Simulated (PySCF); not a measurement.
NbO₂Br, SMILES [O]=[Nb](=[O])[Br], multiplicity 1.

Geometry: PBE-D3(BJ)/def2-SVP. The multiplicity is an assumed one; other spin states were not compared. The def2 effective core potentials stand for the cores of Nb; spin–orbit coupling is left out.

Level of theory: PBE-D3(BJ)/def2-SVP run with PySCF.

Frequencies are harmonic and unscaled.

### Question
Estimate the vibrational spectrum. (An estimate is asked for; the answer gives what the named calculation found.)

### Answer

| mode | ν (cm⁻¹) | IR (km/mol) | moving atoms (share of kinetic energy) |
|---|---|---|---|
| 1 | 130 | 27.6 | O 65 %, Nb 20 %, Br 15 % |
| 2 | 148 | 1.0 | O 76 %, Nb 14 %, Br 10 % |
| 3 | 266 | 32.7 | Br 44 %, Nb 33 %, O 24 % |
| 4 | 359 | 14.5 | O 68 %, Nb 25 % |
| 5 | 950 | 171.7 | O 81 %, Nb 19 % |
| 6 | 984 | 104.6 | O 88 %, Nb 12 % |
